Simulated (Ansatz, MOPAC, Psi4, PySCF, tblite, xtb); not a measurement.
Dimer H3N ··· HCl (SMILES N and Cl) at R = 3.26 Å between the centres of mass, closest contact 1.98 Å (a higher rigid-body minimum at GFN2-xTB). Geometry in Å and degrees:

```
N
H 1 1.0136
H 1 1.0136 2 107.33
H 1 1.0136 2 107.33 3 115.10
H 1 1.9837 2 136.61 4 156.54
Cl 5 1.2820 1 165.67 2 136.33
```

Levels: GFN2-xTB (tblite); SAPT0/jun-cc-pVDZ, frozen core (Psi4); revPBE/def2-TZVP, counterpoise-corrected (Psi4); revPBE-D3(BJ)/def2-TZVP, counterpoise-corrected (Psi4); PBE/def2-TZVP, counterpoise-corrected (Psi4); PBE-D3(BJ)/def2-TZVP, counterpoise-corrected (Psi4); wB97X-V/def2-TZVP, counterpoise-corrected (Psi4); RHF/aug-cc-pVTZ, counterpoise-corrected (Ansatz, a quantum-chemistry and plane-wave program); MP2/aug-cc-pVTZ = MP2 on RHF/aug-cc-pVTZ, frozen core, counterpoise-corrected in Ansatz; CCSD/aug-cc-pVTZ = CCSD on RHF/aug-cc-pVTZ, frozen core, counterpoise-corrected (Ansatz); CCSD(T)/aug-cc-pVTZ = CCSD(T) on RHF/aug-cc-pVTZ, frozen core, counterpoise-corrected run with Ansatz; RHF/aug-cc-pVQZ, counterpoise-corrected (Ansatz); MP2/aug-cc-pVQZ = MP2 on RHF/aug-cc-pVQZ, frozen core, counterpoise-corrected (Ansatz); PM3, restricted, heats of formation (MOPAC); AM1, restricted, heats of formation (MOPAC); GFN1-xTB (xtb); RKS-B3LYP/6-31G* = restricted B3LYP/6-31G*, spherical d, no counterpoise correction (PySCF); RKS-B3LYP/6-311+G** = restricted B3LYP/6-311+G**, spherical d, no counterpoise correction run with PySCF; RMP2/3-21G = restricted MP2 (frozen core)/3-21G, no counterpoise correction run with PySCF; RKS-B3LYP/LANL2DZ = restricted B3LYP/LANL2DZ, with its core potentials past Ne, no counterpoise correction (PySCF 2.14.0).

Q: What interaction energy does each level give?

A: 
| method | E_int / kJ/mol |
|---|---|
| RMP2/3-21G | -50.74 |
| RKS-B3LYP/LANL2DZ | -37.02 |
| RKS-B3LYP/6-31G* | -35.32 |
| PBE-D3(BJ)/def2-TZVP | -31.35 |
| PBE/def2-TZVP | -28.28 |
| revPBE-D3(BJ)/def2-TZVP | -27.70 |
| RKS-B3LYP/6-311+G** | -26.50 |
| MP2/aug-cc-pVQZ | -25.85 |
| wB97X-V/def2-TZVP | -25.67 |
| GFN2-xTB | -25.03 |
| MP2/aug-cc-pVTZ | -24.95 |
| SAPT0/jun-cc-pVDZ | -24.22 |
| CCSD(T)/aug-cc-pVTZ | -22.94 |
| GFN1-xTB | -21.45 |
| CCSD/aug-cc-pVTZ | -20.99 |
| revPBE/def2-TZVP | -20.52 |
| PM3 | -13.68 |
| RHF/aug-cc-pVTZ | -12.98 |
| RHF/aug-cc-pVQZ | -12.86 |
| AM1 | -3.00 |
